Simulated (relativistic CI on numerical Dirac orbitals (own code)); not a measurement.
Method of calculation: Dirac-Coulomb-Breit CI, KLI orbitals optimised for each configuration, a model potential for QED, unscaled Slater integrals (own radial code, finite nucleus).

The strongest absorption lines from the ground level of an ion, among the configurations computed and to levels below about 347 eV (vacuum wavelength in Å, gf): 36.151 (0.042), 36.175 (0.022), 41.248 (0.086), 41.304 (0.045), 56.372 (0.26), 56.583 (0.14), 360.32 (0.56), 383.88 (0.26).

Problem. Which ion is it?
A. V¹²⁺
B. Cu¹⁸⁺
C. Mn¹⁴⁺
D. Mn¹²⁺

Solution. C. Mn¹⁴⁺ has 11 electrons and the ground level 3s ²S1/2; the strongest line goes to 3p ²P°3/2. The pattern of lines fixes the number of electrons, and along that sequence the line energies rise steadily with the charge (about as its square where n changes within one kind of shell, about linearly where n is kept but much faster in heavy ions where fine structure, which grows about as Z⁴, sets the gap, and irregularly where shells cross), which fixes Z. Configurations outside the model, such as inner-shell arrays, can give stronger lines. At this charge energies of transitions that change n are usually good to better than 1 %, and those within a shell (Δn = 0) to a few per cent.
